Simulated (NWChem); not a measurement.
## Correlation energy of germanium monoxide (GeO)

```
Ge
O 1 1.6486
```
Charge 0, spin multiplicity 1.

The numbers come from NWChem runs, not from measurements. Structure: optimised with PBE/def2-SVP, a minimum by its harmonic frequencies.

Basis set: def2-TZVP. Each correlation energy counts from its own Hartree-Fock reference.

| method | correlation energy (mHa) | difference from CCSD(T) |
|---|---|---|
| CCSD | -464.4 | +25.2 |
| CCSD(T) | -489.5 | 0.0 |
| SCS-MP2 | -454.5 | +35.0 |
| MP2 | -479.3 | +10.2 |
| CCSD+T(CCSD) | -494.4 | -4.9 |
| CR-CCSD(T) | -483.7 | +5.8 |
| CR-CCSD[T] | -487.3 | +2.2 |

The values span 39.9 mHa, from CCSD+T(CCSD) (lowest) to SCS-MP2 (highest). 

The Hamiltonian is non-relativistic. The correlated methods keep 10 core orbitals frozen. No row is a measurement; the coupled-cluster row has its own basis-set and correlation limits.
